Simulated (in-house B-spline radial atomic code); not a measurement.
Values are calculated unless marked as measured or tabulated.
# Making a Troullier-Martins p channel for Al, r_c = 3.33 bohr

Al, [Ne] 3s2 3p1, non-relativistic LDA (VWN5), spherical and spin-unpolarised, from an all-electron radial atomic-structure program (B-spline basis) (atomic units). The all-electron 3p level is ε = -0.102545 hartree, its outermost node lies just inside 0.83 bohr and its outer maximum at 2.64 bohr.

Inside r_c the pseudo-orbital is u(r) = r^2 exp(p(r)), with p = c0 + c2 r² + c4 r⁴ + … + c12 r¹². The seven coefficients follow from p and its first four derivatives at r_c, from zero curvature of the screened potential at the origin, c4 = −c2²/(2l + 5), and from the norm inside r_c. At r_c the all-electron orbital has P = 0.5190844, P' = -0.08848857, the screened potential V = -0.2642327, V' = 0.1588192, V'' = -0.1378758, and the norm inside is Q = 0.5430017.

Q: What are p, p' and p'' at r_c?

A: p = ln(P/r_c^2) = ln(0.5190844/11.0889) = -3.06163. p' = P'/P − 2/r_c = -0.17047 − 0.60060 = -0.77107. The radial equation gives p'' = 2(V − ε) − 2(2) p'/r_c − p'² = -0.32338 − (-0.92621) − 0.59455 = 0.00829. Differentiating, p''' = 2V' + 2(2)p'/r_c² − 2(2)p''/r_c − 2p'p'' = 0.042322, and p'''' = 2V'' − 4(2)p'/r_c³ + 4(2)p''/r_c² − 2(2)p'''/r_c − 2p''² − 2p'p''' = -0.08843.

For a trial c2 the five matching conditions are linear in c0, c6, c8, c10 and c12, and c2 is varied until the norm inside r_c equals Q. The root nearest zero gives:

```json
{"n": "0", "c_n": "-1.393919"}
{"n": "2", "c_n": "-0.1666974"}
{"n": "4", "c_n": "-0.003969716"}
{"n": "6", "c_n": "0.001015677"}
{"n": "8", "c_n": "-6.64772e-05"}
{"n": "10", "c_n": "1.956756e-06"}
{"n": "12", "c_n": "-2.09444e-08"}
```

Q: Check c4 and p(r_c), and find the screened pseudopotential at the origin.

A: −c2²/7 = -0.00396972, as listed. The terms c_n r_c^n are -1.39392, -1.84849, -0.48813, 1.38491, -1.00514, 0.32808, -0.03894, which sum to -3.06163. Inverting the radial equation, V_l(r) = ε + 2 p'/r + (p'' + p'²)/2, so V_l(0) = ε + (2l + 3) c2 = -0.102545 + 5 × (-0.166697) = -0.9360 hartree, finite where the all-electron potential diverges.

Orbitals and screened potentials:

```tsv
r (bohr)	P	u	V all-electron	V pseudo
0.333	-0.2179	0.02701	-18.53	-0.9356
0.832	0.009275	0.1528	-3.661	-0.9219
1.332	0.2976	0.3251	-1.496	-0.8577
1.832	0.4714	0.4693	-0.8301	-0.7197
2.331	0.5447	0.543	-0.5308	-0.5359
2.83	0.5512	0.5511	-0.3648	-0.3702
3.33	0.5191	0.5191	-0.2642	-0.2642
```

Logarithmic derivatives P'/P at R = 3.63 bohr, for energies E around ε:

| E − ε (hartree) | all-electron | pseudo |
| --- | --- | --- |
| -0.5 | 0.890046 | 0.888978 |
| -0.25 | 0.527006 | 0.526137 |
| -0.1 | 0.176081 | 0.175718 |
| 0 | -0.216063 | -0.216063 |
| 0.1 | -1.0197 | -1.02252 |
| 0.25 | -638.786 | 169.567 |
| 0.5 | 1.39932 | 1.34123 |

Q: With P(R) = 0.4897047 and a norm of 0.6194783 inside R, what slope in energy does norm conservation fix?

A: d(P'/P)/dE = −2 × (norm inside R)/P(R)² = -5.1664 per hartree·bohr at E = ε, for both atoms, since orbital and norm agree at R. Differences over ±0.1 hartree give -5.9789 (all-electron) and -5.9912 (pseudo), which also hold third-order terms. Half a hartree below ε the two curves differ by -0.0011.
